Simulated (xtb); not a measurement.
methylhydroxycarbene (C₂H₄O), SMILES C[C]O (connectivity only; charge and spin as stated), neutral, multiplicity 1. All values are semi-empirical tight-binding results from xtb (GFN2-xTB unless named), good for trends rather than for accurate numbers. Geometry: GFN2-xTB. One conformer was computed; it need not be the lowest.

The geometry has at least one imaginary mode, so it is a saddle point at that level.

Computed properties:
| Property | Result |
|---|---|
| point group as xtb finds it | Cs |
| orbital gap | 2.69 eV |
| dipole moment | 3.54 D |
| static polarisability (D4 model) | 30.4 bohr³ |
| solvation energy, GFN2-xTB/ALPB(water) | -3.5 kcal/mol |
| solvation energy, GFN2-xTB/ALPB(thf) | -5.3 kcal/mol |

Computed IR lines (harmonic; lines under 4 % of the strongest left out, lines within 3 cm⁻¹ merged):
ν (cm⁻¹): 699 (m), 976 (s), 1261 (vs), 1368 (m), 2947 (w), 2951 (w), 2982 (s), 3068 (w) (against the strongest line: vs over 80 %, s over 45 %, m over 15 %, w over 4 %, vw less). 1 imaginary mode(s) remain.
